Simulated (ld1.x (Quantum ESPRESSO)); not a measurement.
## Before and after: TM potential for tellurium (Te)

| Item | Value |
| --- | --- |
| Element | tellurium (Te) |
| Generator | ld1.x (Quantum ESPRESSO) 7.5 |
| Type | norm-conserving Troullier–Martins (Kleinman–Bylander form) |
| Functional | LDA (PZ) |
| Relativity | scalar-relativistic |
| Frozen core | [Kr] 4d10 |
| Valence charge | 6 |
| Reference configuration | 5s2 5p4 |
| Partial waves | 5p (bound): rc 1.90 bohr; 5d channel at 0.4 Ry: rc 1.55 bohr; 5s (bound): rc 1.85 bohr |
| Local potential | the s channel |
| Core correction | a·sin(br)/r model core, default radius (core density twice the valence density) |

Change: local potential the p channel.

Cutoffs: the cutoffs (Ry, on a coarse ladder) from which the occupation-weighted sum of valence levels, in a spherical-Bessel basis at the reference potential, stays within 10 and 1 mRy of its value at 400 Ry; they do not see the model core or the augmentation charge, which bear on the density cutoff. Errors are all-electron minus pseudo energies relative to the spin-unpolarised reference configuration.

Q: What does the change do?

A: The potential gets neither clearly harder nor softer (30 Ry and 50 Ry → 30 Ry and 50 Ry); both files keep a bound ghost (d); of the 9 tests that both files solve, the error grows in 2 and shrinks in 5 by more than 15 % and 0.3 meV (median size 7.8 → 6.8 meV); the range in which the s phases agree narrows (upper end 4.2 → 0.7); the range in which the d phases agree narrows (upper end at the end of the scan → 2.0).

```csv
quantity,base,changed
"cutoff, loose",30 Ry,30 Ry
"cutoff, tight",50 Ry,50 Ry
loose cutoff by channel (10 mRy a level),"p 12 Ry, s 21 Ry","s 21 Ry, p 10 Ry"
bound ghosts,d,d
"error for 5s2 5p3, meV [ΔE 9.92 eV]",-4.1,-2.7
"error for 5s2 5p2, meV [ΔE 28.09 eV]",-22,-13
"error for 5s2 5p1, meV [ΔE 55.32 eV]",-78,-49
"error for 5s2 5p0, meV [ΔE 92.23 eV]",-215,-143
"error for 5s1 5p5, meV [ΔE 9.35 eV]",-7.8,-6.8
"error for 5s0 5p6, meV [ΔE 18.92 eV]",-30,-28
"error for 5s2 5p3.5, meV [ΔE 3.98 eV]",-1.3,-1.0
"error for 5s2 5p4 (spin-polarised), meV [ΔE -0.48 eV]",+2.6,+3.0
"error for 5s2 5p3 (spin-polarised), meV [ΔE 8.60 eV]",+0.8,+3.3
s: phases at 2.05 bohr within 0.05 rad from the reference energy up to (Ry; the scan ends near 5),4.2,0.7
p: phases at 2.05 bohr within 0.05 rad from the reference energy up to (Ry; the scan ends near 5),to the end of the scan,4.4
d: phases at 2.05 bohr within 0.05 rad from the reference energy up to (Ry; the scan ends near 5),to the end of the scan,2.0
```

 A true bound ghost makes a file unfit for plane-wave use even where its test errors are small: the radial tests pick states by their node count and pass the ghost by.
